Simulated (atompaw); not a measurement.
# Building the PAW (atompaw) potential for sulfur (S) (PBE, scalar-relativistic).

```json
{
 "Element": "S (Z = 16)",
 "Generator": "atompaw 4.2.0.5",
 "Type": "PAW",
 "Functional": "PBE",
 "Relativity": "scalar-relativistic",
 "Frozen core": "[He]",
 "Valence charge": "14",
 "Reference configuration": "2s2 2p6 3s1.5 3p4.5",
 "Partial waves": "2s (bound): rc 0.50 bohr; 3s (bound): rc 0.95 bohr; 2p (bound): rc 0.65 bohr; 3p (bound): rc 0.95 bohr",
 "Local potential": "bessel scheme, radius 0.65 bohr",
 "Core correction": "smooth core density matched at 0.65 bohr",
 "Augmentation charge": "gaussian compensation charge, radius 0.70 bohr; PAW radius 0.95 bohr; waves and projectors: custom polynom vanderbiltortho"
}
```

All-electron outer shells of the reference configuration (PBE, scalar-relativistic, ld1.x):

| shell | level (eV) | outermost node (bohr) | outermost maximum (bohr) |
| --- | --- | --- | --- |
| 1s | -2406.68 | – | 0.06 |
| 2s | -212.44 | 0.13 | 0.39 |
| 2p | -157.23 | – | 0.33 |
| 3s | -17.60 | 0.60 | 1.40 |
| 3p | -7.29 | 0.58 | 1.59 |

Q: Estimate the cutoffs (Ry, on a coarse ladder) from which the occupation-weighted sum of valence levels, in a spherical-Bessel basis at the reference potential, stays within 10 and 1 mRy of its value at 400 Ry.

A: 300 Ry and over 300 Ry.

Q: Does the potential have ghost states?

A: No extra level below or beside the all-electron valence levels (s, p, d, f tested).

Q: Is the overlap operator S = 1 + Σ q|β⟩⟨β| positive definite (Bessel basis up to 400 Ry)?

A: Yes: its lowest eigenvalue is 0.59 (p channel).

Q: Which valence shell sets the plane-wave cutoff?

A: 2p: its level needs 300 Ry to come within 1 mRy, against 230 Ry for 2s.
